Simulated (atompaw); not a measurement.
## Cutoff test, N, PAW (atompaw)

* Element: N (Z = 7)
* Generator: atompaw 4.2.0.5
* Type: PAW
* Functional: PBEsol
* Relativity: scalar-relativistic
* Frozen core: [He]
* Valence charge: 5
* Reference configuration: 2s2 2p3
* Partial waves: 2s (bound): rc 0.90 bohr; 2s channel at -0.9 Ry: rc 2.70 bohr; 2p (bound): rc 2.70 bohr; 2p channel at 2.3 Ry: rc 2.70 bohr
* Local potential: bessel scheme, radius 2.05 bohr
* Core correction: smooth core density matched at 1.65 bohr
* Augmentation charge: gaussian compensation charge, radius 2.20 bohr; PAW radius 2.70 bohr; waves and projectors: custom polynom gramschmidtortho

The pseudo-atom Hamiltonian at the reference potential is diagonalised in spherical Bessel functions j_l(qr) that vanish at 20 bohr, with q² up to the cutoff. All-electron valence levels (Ry): 2s -1.3565, 2p -0.5172.

Problem. How do the lowest levels (Ry) of each channel move with the cutoff, and are there ghosts?

Solution.

| cutoff (Ry) | s #1 | p #1 | p #2 | d #1 | d #2 | f #1 | Σ f·Δε (mRy) |
| --- | --- | --- | --- | --- | --- | --- | --- |
| 8 | -1.0509 | -0.5130 | 0.0369 | 0.0768 | 0.1819 | 0.1191 | 623.5 |
| 12 | -1.0607 | -0.5167 | 0.0369 | 0.0768 | 0.1819 | 0.1191 | 592.8 |
| 21 | -1.2131 | -0.5171 | 0.0369 | 0.0768 | 0.1819 | 0.1191 | 286.7 |
| 30 | -1.2993 | -0.5171 | 0.0369 | 0.0768 | 0.1819 | 0.1191 | 114.3 |
| 40 | -1.3408 | -0.5171 | 0.0369 | 0.0768 | 0.1819 | 0.1191 | 31.3 |
| 50 | -1.3524 | -0.5171 | 0.0369 | 0.0768 | 0.1819 | 0.1191 | 8.1 |
| 70 | -1.3562 | -0.5171 | 0.0369 | 0.0768 | 0.1819 | 0.1191 | 0.6 |
| 90 | -1.3563 | -0.5171 | 0.0369 | 0.0768 | 0.1819 | 0.1191 | 0.4 |
| 400 | -1.3565 | -0.5171 | 0.0369 | 0.0768 | 0.1819 | 0.1191 | 0.0 |

Result: no extra level below or beside the all-electron valence levels (s, p, d, f tested); 10 mRy is reached at 50 Ry and 1 mRy at 70 Ry.
